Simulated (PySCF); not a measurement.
**Telling isomers of C8H14 apart by NMR**

Computational details: NMR shieldings at PBE0/pcSseg-1/GIAO, geometry: GFN2-xTB, in PySCF 2.14.0 with density-fitted response routines (no relativistic terms, no solvent, one averaged value for each set of equivalent atoms, single conformer).

Shifts are taken against calculated references (same method and geometry level): ¹H (σref 31.72), ¹³C (σref 186.93) against TMS. Where no couplings were computed, multiplicities follow the n + 1 count of equivalent neighbours, and m marks all less simple cases (inequivalent or close neighbours, rings, F or P nearby). Shifts are as computed. Against solution values, carbons near 30 ppm lie about +3 ppm off and those near 130 ppm about +5 ppm. Of 1211 compounds with measured shifts, 218 miss one by over three times the rms of a fit or turn the order of signals round; such compounds aren't used in these exercises.

(1) Tabulate the signals of `C=C/C=C/C(C)(C)C`, `C1C[C@H]2CCC[C@H]2C1`, `C1CC[C@H]2CC[C@H]2C1` and their relative energies.

(2) What is the quickest way to tell C1C[C@H]2CCC[C@H]2C1 from C1CC[C@H]2CC[C@H]2C1?

(3) What is the quickest way to tell C=C/C=C/C(C)(C)C from C1C[C@H]2CCC[C@H]2C1?

(4) What is the quickest way to tell C=C/C=C/C(C)(C)C from C1CC[C@H]2CC[C@H]2C1?

Answers

(1) 
```json
{"SMILES": "C=C/C=C/C(C)(C)C", "carbon types": "1×C 3×CH 1×CH2 3×CH3", "δC": "155.7, 146.6, 133.6, 121.8, 36.1, 30.9", "δH": "6.57 (m, 1H), 6.18 (m, 1H), 6.01 (d, 1H), 5.42 (m, 1H), 5.29 (m, 1H), 1.09 (s, 9H)", "E rel. (kcal/mol)": "31.5"}
{"SMILES": "C1C[C@H]2CCC[C@H]2C1", "carbon types": "2×CH 6×CH2", "δC": "46.1, 37.7, 28.6", "δH": "2.41 (m, 2H), 1.80 (m, 4H), 1.56 (m, 2H), 1.40 (m, 2H), 1.19 (m, 4H)", "E rel. (kcal/mol)": "0.0"}
{"SMILES": "C1CC[C@H]2CC[C@H]2C1", "carbon types": "2×CH 6×CH2", "δC": "33.5, 32.7, 26.2, 25.1", "δH": "2.26 (m, 2H), 1.96 (m, 2H), 1.71 (m, 2H), 1.62 (m, 2H), 1.46 (m, 2H), 1.33 (m, 2H), 1.28 (m, 2H)", "E rel. (kcal/mol)": "16.9"}
```

Energies are electronic energies at PBE0/pcSseg-1 on these geometries, without zero-point or thermal terms, each for the one conformer computed, which needn't be the lowest.

(2) Count the carbon signals: 3 against 4. The first has an sp3 CH in a ring at 46.1 ppm, the second an sp3 CH in a ring at 33.5 ppm.

(3) Count the carbon signals: 6 against 3. The first has an alkene CH at 155.7 ppm, the second an sp3 CH in a ring at 46.1 ppm. In the proton spectra the most deshielded non-exchanging signals are 6.57 (m, 1H) and 2.41 (m, 2H).

(4) Count the carbon signals: 6 against 4. The first has an alkene CH at 155.7 ppm, the second an sp3 CH in a ring at 33.5 ppm. In the proton spectra the most deshielded non-exchanging signals are 6.57 (m, 1H) and 2.26 (m, 2H).
